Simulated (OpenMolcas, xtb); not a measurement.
## How methods differ on BH2O2F (SMILES OB(O)F)

BH2O2F has 6 atoms, charge 0, and is taken as a singlet. As SMILES, `OB(O)F`. The coordinates come from a PBE0-D4/def2-TZVP relaxation. This is one conformer, not always the lowest.

Each level gives the vertical ionisation energy (to the doublet cation) (eV). The values are calculated.

| level | kind | program | value (eV) | CPU time (all runs) |
| --- | --- | --- | --- | --- |
| GFN2-xTB | semi-empirical | xtb | 17.19 | under 2 s |
| HF/def2-SVPD | Hartree–Fock | OpenMolcas | 11.92 | 42 s |
| SVWN5/def2-SVPD | LDA | OpenMolcas | 12.53 | 2.4 min |
| BLYP/def2-SVPD | GGA | OpenMolcas | 12.13 | 3.6 min |
| M06-L/def2-SVPD | meta-GGA | OpenMolcas | 12.32 | 5.4 min |
| TPSS/def2-SVPD | meta-GGA | OpenMolcas | 12.16 | 3.9 min |
| PBE0/def2-SVPD | global hybrid | OpenMolcas | 12.58 | 2 min |

The values span 11.92 to 17.19 eV. The xTB values lack the empirical shift that such differences need. CPU times are rough (shared hosts, several kinds of processor): they show what a rung costs within a factor of a few.
